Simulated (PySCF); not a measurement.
SMILES C[SiH2][O][Al]([CH3])[CH3], GFN2-xTB optimised geometry.

```
17

Si    -1.22     1.71    -0.03
C     -0.18     2.82    -1.16
O     -0.57     0.21     0.00
Al     0.17    -1.30     0.00
C      2.16    -1.30     0.00
C     -1.07    -2.87     0.00
H     -1.21     2.20     1.35
H     -2.59     1.56    -0.54
H      0.84     2.89    -0.81
H     -0.16     2.44    -2.18
H     -0.59     3.83    -1.19
H      2.56    -0.80    -0.88
H      2.59    -2.31     0.02
H      2.56    -0.77     0.87
H     -1.73    -2.85    -0.88
H     -1.74    -2.85     0.87
H     -0.56    -3.83     0.00
```

Density from CAM-B3LYP/def2-SVP (PySCF) at that geometry.

Minimum of the electron density along straight lines between bonded atoms, close to the bond critical point (lines longer than 1.1 times the sum of covalent radii, or with two minima, are not listed):

```tsv
bond	length / Å	ρ at the minimum / e bohr⁻³	∇²ρ there / e bohr⁻⁵	position (fraction from the first atom)
Si1–C2	1.898	0.113	0.32	0.38
Si1–O3	1.630	(withheld)	(withheld)	0.41
O3–Al4	1.687	(withheld)	0.92	0.57
Al4–C5	1.995	0.079	0.30	0.40
Al4–C6	1.994	0.079	0.30	0.40
Si1–H7	1.468	0.118	0.33	0.49
Si1–H8	1.467	0.118	0.33	0.49
C2–H9	1.087	0.271	-0.98	0.63
C2–H10	1.087	0.271	-0.97	0.63
C2–H11	1.086	0.272	-0.98	0.63
C5–H12	1.094	0.265	-0.92	0.62
C5–H14	1.094	0.265	-0.92	0.62
C6–H15	1.094	0.265	-0.92	0.62
C6–H16	1.094	0.265	-0.92	0.62
C6–H17	1.092	0.268	-0.94	0.62
```

Problem. Some entries are withheld; supply them.

Solution. 
- Si1–O3, ρ at the minimum / e bohr⁻³: 0.126
- Si1–O3, ∇²ρ there / e bohr⁻⁵: 1.04
- O3–Al4, ρ at the minimum / e bohr⁻³: 0.097
